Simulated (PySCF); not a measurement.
Species: C4H6F2N (doublet state).
Z-matrix (Å and degrees, GFN2-xTB geometry), rows numbered from 1:
```
C 
C   1  1.5070
N   2  1.2985  1  124.69
C   2  1.4008  1  119.45  3   179.99
F   4  1.3355  2  120.61  1     0.03
C   4  1.4896  2  122.77  1  -179.93
F   6  1.3636  4  111.80  2  -179.82
H   1  1.0894  2  109.56  3   -59.29
H   1  1.0858  2  111.60  3   179.86
H   1  1.0894  2  109.56  3    58.96
H   3  1.0167  2  113.17  1     0.03
H   6  1.0985  4  110.44  2   -59.50
H   6  1.0985  4  110.44  2    59.93
```

The hyperfine couplings belong to this conformer and change with its torsions.

As a line formula: `[H]/N=C(\C)[C](F)CF` [radical].

The calculation used UKS B3LYP, pcH-1 on C F H N, non-relativistic, mean-field spin-orbit, GIAO in PySCF. Isolated species at its GFN2-xTB geometry (one conformer only). GFN2-xTB frequencies show an imaginary mode (64i cm⁻¹), so this geometry is no minimum at that level. A GFN2-xTB geometry isn't a minimum of the functional, and hyperfine couplings can be far from their values at a DFT geometry. Stability of the SCF solution: not tested.

(1) The isotropic 13C couplings are +69.2, -44.3, -27.4, +0.8 MHz. Assign them to C1; C2; C4; C6.

(2) The isotropic 19F couplings are +117.2, -5.9 MHz. Assign them to F5; F7.

(3) The isotropic 1H couplings, averaged over equivalent nuclei, are +71.7, -32.0, -6.8 MHz. Assign them to H8/H9/H10; H11; H12/H13.

## Answers

(1) 
```json
{"site": "C1", "a_iso (MHz)": "+0.8", "ρ(0) (bohr⁻³)": "+0.0007", "position": "2 bonds from N3", "distance from C4 (Å)": "2.51", "spin population": "+0.01", "largest |T| (MHz)": "1.3"}
{"site": "C2", "a_iso (MHz)": "-44.3", "ρ(0) (bohr⁻³)": "-0.0394", "position": "1 bond from N3", "distance from C4 (Å)": "1.40", "spin population": "-0.16", "largest |T| (MHz)": "20.0"}
{"site": "C4", "a_iso (MHz)": "+69.2", "ρ(0) (bohr⁻³)": "+0.0615", "position": "largest spin population", "distance from C4 (Å)": "0.00", "spin population": "+0.65", "largest |T| (MHz)": "121.8"}
{"site": "C6", "a_iso (MHz)": "-27.4", "ρ(0) (bohr⁻³)": "-0.0243", "position": "1 bond from C4", "distance from C4 (Å)": "1.49", "spin population": "-0.05", "largest |T| (MHz)": "1.2"}
```

(2) 
| site | a_iso (MHz) | ρ(0) (bohr⁻³) | position | distance from C4 (Å) | bound to | spin population there | largest \|T\| (MHz) |
| --- | --- | --- | --- | --- | --- | --- | --- |
| F5 | +117.2 | +0.0279 | 1 bond from C4 | 1.34 | C4 | +0.65 | 407.7 |
| F7 | -5.9 | -0.0014 | 2 bonds from C4 | 2.36 | C6 | -0.05 | 7.3 |

(3) 
```tsv
site	a_iso (MHz)	ρ(0) (bohr⁻³)	position	distance from C4 (Å)	bound to	spin population there	largest |T| (MHz)
H8/H9/H10	-6.8	-0.0015	3 bonds from N3	3.02	C1	+0.01	3.7
H11	-32.0	-0.0072	1 bond from N3	3.19	N3	+0.46	30.8
H12/H13	+71.7	+0.0161	2 bonds from C4	2.14	C6	-0.05	6.4
```

ρ(0) is the spin density at the nucleus and T the dipolar tensor; entries for several nuclei are means. The largest Mulliken spin populations are on C4 (+0.65), N3 (+0.46) and C2 (-0.16). The angles at C4 add up to 360.0°, so it is planar. Main spin sites, with 60 % or more of the largest population: N3, C4; positions count bonds from the nearest.

The spin density at the nucleus, in bohr⁻³, is negative for C2 (-0.0394), C6 (-0.0243) and H11 (-0.0072), for instance. A restricted open-shell determinant has no negative spin density anywhere; here it arises because α and β orbitals differ (spin polarisation).

Nuclei that the bonding pattern makes equivalent are averaged, as if the motion that swaps them (rotation, inversion, ring flip) were fast. The three 1H nuclei of mean -6.8 MHz run from -9.6 to -1.2 MHz in the frozen geometry.
